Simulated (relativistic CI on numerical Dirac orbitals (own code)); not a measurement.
Calculated at this level of theory: Dirac-Coulomb-Breit CI, orbitals from a KLI potential per configuration, QED by a radiative potential, unscaled Slater integrals (own radial code, finite nucleus).

The strongest absorption lines from the ground level of an ion, among the configurations computed and to levels below about 216 eV (vacuum wavelength in nm, gf): 10.462 (0.48), 10.555 (2.3), 11.211 (2.7), 11.358 (1.4), 11.585 (0.52), 12.405 (0.35), 12.543 (1.3), 13.130 (0.78).

**Question.** Which ion is it?
A. Ge¹⁴⁺
B. Kr¹⁶⁺
C. Ge¹²⁺
D. Se¹⁴⁺

**Answer.** C. Ge¹²⁺ has 20 electrons and the ground level 3s2 3p6 3d2 3F_2; the strongest line goes to 3s2 3p5 3d3 3F°_2. The pattern of lines fixes the number of electrons, and along that sequence the line energies rise steadily with the charge (about as its square where n changes within one kind of shell, about linearly where n is kept but much faster in heavy ions where fine structure, which grows about as Z⁴, sets the gap, and irregularly where shells cross), which fixes Z. Configurations outside the model, such as inner-shell arrays, can give stronger lines. At this charge energies of transitions that change n are usually good to better than 1 %, and those within a shell (Δn = 0) to a few per cent. Terms inside the open d or f shell come out 10 to 20 % too wide with unscaled integrals.

LS names give the leading component of a level, which can be under half, so a name can repeat, a term be missing and a line seem to break the LS rules.
